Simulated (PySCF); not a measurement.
Members of one family of related compounds. Level of theory: PySCF 2.14.0, density-fitted response routines, TDDFT CAM-B3LYP/def2-SVPD, vertical, gas phase, core orbitals frozen in the response. Geometries: GFN2-xTB; one conformer of each isolated species. Triplets are in the Tamm–Dancoff approximation. 'Strongest' means the level of largest summed f among the lowest 8 singlets; it needn't be the same kind of state in each.

Problem. Rank by computed LUMO energy, lowest first.
A. `C=C/C=C\N([SiH3])[SiH3]`
B. `C=C/C=C\CF`
C. `C=C/C=C\[S@@](C)=O`
D. `C=C/C=C\C#N`
E. `C=C/C=C\C(F)=C(F)F`

Solution. D (-1.09 eV), E (-0.69 eV), C (-0.48 eV), B (-0.05 eV), A (0.30 eV).

```
                 SMILES  LUMO (eV)  HOMO (eV)  f (strongest)  S1 (eV)  gap (eV)  f (S1)  S1 mainly
            C=C/C=C\C#N      -1.09      -8.67           0.66     5.27      7.58   0.665  H→L (97%)
     C=C/C=C\C(F)=C(F)F      -0.69      -7.71           1.02     4.94      7.02   1.017  H→L (99%)
     C=C/C=C\[S@@](C)=O      -0.48      -8.02           0.39     4.70      7.54   0.097  H→L (89%)
             C=C/C=C\CF      -0.05      -8.12           0.65     5.69      8.07   0.650  H→L (98%)
C=C/C=C\N([SiH3])[SiH3]       0.30      -7.17           0.53     4.93      7.47   0.529  H→L (96%)
```

H and L stand for HOMO and LUMO.

- `C=C/C=C\C#N`: Löwdin shares by element: HOMO carbon 74% or more (atoms not listed hold the other 26%); LUMO carbon 71% or more (atoms not listed hold the other 29%).
- `C=C/C=C\C(F)=C(F)F`: Löwdin shares by element: HOMO carbon 62% or more (atoms not listed hold the other 38%); LUMO carbon 66% or more (atoms not listed hold the other 34%).
- `C=C/C=C\[S@@](C)=O`: Löwdin shares by element: HOMO oxygen 36%, sulfur 24%, carbon 18% or more (atoms not listed hold the other 23%); LUMO carbon 77% or more (atoms not listed hold the other 23%).
- `C=C/C=C\CF`: Löwdin shares by element: HOMO carbon 83% or more (atoms not listed hold the other 17%); LUMO carbon 78% or more (atoms not listed hold the other 22%).
- `C=C/C=C\N([SiH3])[SiH3]`: Löwdin shares by element: HOMO carbon 55% or more, nitrogen 19% (atoms not listed hold the other 25%); LUMO carbon 66% (atoms not listed hold the other 34%).
